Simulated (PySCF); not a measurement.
These compounds are isomers of formula C$_{6}$H$_{11}$OP.

A. SMILES C=C[P@H](=O)C1CCC1
B. SMILES C[C@@H]1C[P@@]1(=O)C1CC1
C. SMILES C=[P@]1(C)C(C)=C1OC
D. `C=CP1CCOCC1`
E. SMILES C=C[C@@H]1C[P@H](=O)[C@@H]1C

Spectrum 1. 13C{1H} NMR (computed): δ 145.2 (CH2), 139.6 (CH), 34.4 (CH), 22.1 (CH2), 20.2 (CH2), 18.9 (CH2).

Spectrum 2. 13C{1H} NMR (computed): δ 166.2 (C), 142.2 (C), 62.9 (CH3), 22.8 (CH3), 12.8 (CH3), 8.7 (CH2).

Spectrum 3. 13C{1H} NMR (computed): δ 21.6 (CH), 14.5 (CH3), 13.3 (CH2), 11.5 (CH), 7.3 (CH2), 3.2 (CH2).

Spectrum 4. 13C{1H} NMR (computed): δ 147.6 (CH), 123.6 (CH2), 52.3 (CH), 43.2 (CH2), 33.3 (CH), 9.9 (CH3).

Spectrum 5. 13C{1H} NMR (computed): δ 153.5 (CH), 135.3 (CH2), 70.2 (CH2), 33.5 (CH2).

PySCF 2.14.0 with density-fitted response routines calculation with NMR shieldings at PBE0/pcSseg-1/GIAO and GFN2-xTB structure; non-relativistic Hamiltonian, single conformer, equivalent nuclei averaged, no solvent model.

δ = σ(ref) − σ, references computed at the same level: 13C vs TMS. Splittings of carbon signals by F and P are missing where no couplings were computed. Shifts are as computed. Against solution values, carbons near 30 ppm lie about +3 ppm off and those near 130 ppm about +5 ppm. Of 1211 compounds with measured shifts, 218 miss one by over three times the rms of a fit or turn the order of signals round; such compounds aren't used in these exercises.

Question: Which spectrum belongs to which compound?

Answer: 1–A, 2–C, 3–B, 4–E, 5–D.

- Spectrum 1 (A): 6 13C signals; δC 145.2 is a terminal =CH2 carbon; δC 139.6 is an alkene CH.
- Spectrum 2 (C): 6 13C signals; δC 166.2 is an alkene carbon bearing oxygen; δC 62.9 is a methyl carbon bonded to O.
- Spectrum 3 (B): 6 13C signals; δC 21.6 is a three-membered-ring carbon; δC 14.5 is a methyl carbon.
- Spectrum 4 (E): 6 13C signals; δC 147.6 is an alkene CH; δC 123.6 is a terminal =CH2 carbon.
- Spectrum 5 (D): 4 13C signals; δC 153.5 is an alkene CH; δC 135.3 is a terminal =CH2 carbon.
